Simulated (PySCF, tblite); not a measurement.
Isomers of C6H5ClF4O, one GFN2-xTB conformer each. Single-point energies are computed at PBE0/pcSseg-1 (PySCF, gas phase, no added dispersion term), electronic only.

| SMILES | GFN2-xTB relative energy (kJ/mol) |
| --- | --- |
| C[C@@]1(C(F)(F)F)C[C@]1(F)C(=O)Cl | 0.0 |
| O=C(CCCl)[C@H](F)C(F)=C(F)F | 107.0 |

Conformers: `[CH3:1][C@@:2]1([C:3]([F:4])([F:5])[F:6])[CH2:7][C@:8]1([F:9])[C:10](=[O:11])[Cl:12]` with C7–C8–C10–O11 -15°; `[O:1]=[C:2]([CH2:3][CH2:4][Cl:5])[C@H:6]([F:7])[C:8]([F:9])=[C:10]([F:11])[F:12]` with O1–C2–C3–C4 -1°, C2–C3–C4–Cl5 175°, O1–C2–C6–F7 -164°, C2–C6–C8–F9 55°.

**Question.** What does PBE0/pcSseg-1 give for the same structures?

**Answer.** 
```
                           SMILES  PBE0/pcSseg-1 E (Eh)  PBE0/pcSseg-1 (kJ/mol)  GFN2-xTB (kJ/mol)  point group
C[C@@]1(C(F)(F)F)C[C@]1(F)C(=O)Cl           -1165.47268                     0.0                0.0           C1
      O=C(CCCl)[C@H](F)C(F)=C(F)F           -1165.43039                   111.0              107.0           C1
```

Both levels put the same isomer lowest. As drawn, the lower has a three-membered ring and a quaternary carbon, which the higher lacks; the higher has a C=C bond outside aromatic rings, which the lower lacks.

**Question.** Which frontier levels, dipoles and rotational constants go with these structures?

**Answer.** 
```json
{"SMILES": "C[C@@]1(C(F)(F)F)C[C@]1(F)C(=O)Cl", "HOMO (eV, PBE0/pcSseg-1)": "-8.83", "LUMO (eV)": "-1.64", "dipole (D)": "3.61", "A, B, C (MHz)": "1263, 658.5, 558.6"}
{"SMILES": "O=C(CCCl)[C@H](F)C(F)=C(F)F", "HOMO (eV, PBE0/pcSseg-1)": "-7.98", "LUMO (eV)": "-1.52", "dipole (D)": "1.62", "A, B, C (MHz)": "1843, 307.5, 304.4"}
```

**Question.** What happens when harmonic zero-point energies from GFN2-xTB frequencies are added?

**Answer.** 
| SMILES | ZPE (kJ/mol) | electronic (kJ/mol) | with ZPE (kJ/mol) |
| --- | --- | --- | --- |
| C[C@@]1(C(F)(F)F)C[C@]1(F)C(=O)Cl | 270.4 | 0.0 | 0.0 |
| O=C(CCCl)[C@H](F)C(F)=C(F)F | 267.8 | 111.0 | 108.5 |

The zero-point energies span 2.6 kJ/mol. The order is unchanged.
